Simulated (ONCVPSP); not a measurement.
## In, ONCV: configuration errors across variants

- Element: indium (In)
- Generator: ONCVPSP 4.0.1
- Type: optimised norm-conserving Vanderbilt (ONCV)
- Functional: LDA (Perdew-Wang 92)
- Relativity: scalar-relativistic
- Frozen core: [Kr]
- Valence charge: 13
- Reference configuration: 4d10 5s2 5p1
- Partial waves: 5s: rc 1.80 bohr, ncon 4, nbas 9, qcut 4.4 1/bohr, 2 projectors, debl 1.5 Ha; 5p: rc 2.85 bohr, ncon 5, nbas 9, qcut 3.2 1/bohr, 2 projectors, debl 2.9 Ha; 4d: rc 1.15 bohr, ncon 4, nbas 7, qcut 10 1/bohr, 2 projectors, debl 2.8 Ha
- Local potential: polynomial inside 0.75 bohr (lpopt 5, dvloc0 1 Ha)
- Core correction: Teter function, fcfact 3.75, rcfact 1.4

All-electron excitation energies from the reference (eV): (1) 4d10 5s2 5p0 5.589; (2) 4d10 5s1 5p0 25.244; (3) 4d10 5s1 5p2 5.939.

2 further variants failed, have other tests or another functional or relativity, and are left out.

A true bound ghost makes a file unfit for plane-wave use even where its test errors are small: the radial tests pick states by their node count and pass the ghost by.

Errors AE − PS in meV (a dash: test not solved or not reliable):

| change | (1) | (2) | (3) | bound ghosts | GHOST(+) flags above zero |
| --- | --- | --- | --- | --- | --- |
| base | -2.0 | -8.5 | -0.4 | s, p | s |
| p: debl 0.5 | -2.0 | -8.6 | -0.5 | s, p | s |
| local potential polynomial inside 0.75 bohr (lpopt 5, dvloc0 4 Ha) | -2.0 | -8.5 | -0.5 | s, p | s |
| p: rc 4.16 | -7.8 | -33 | +9.6 | s, p | s |
| local potential polynomial inside 0.90 bohr (lpopt 5, dvloc0 0 Ha) | -2.0 | -8.6 | -0.5 | s, p | s |
| d: qcut 9.6 | -2.0 | -8.5 | -0.4 | s, p | s |

Task: Give the same row for: core correction Teter function, fcfact 7.8, rcfact 1.4.

Result: -2.1, -11, -0.9; bound ghosts: s, p; GHOST(+) flags above zero: s.
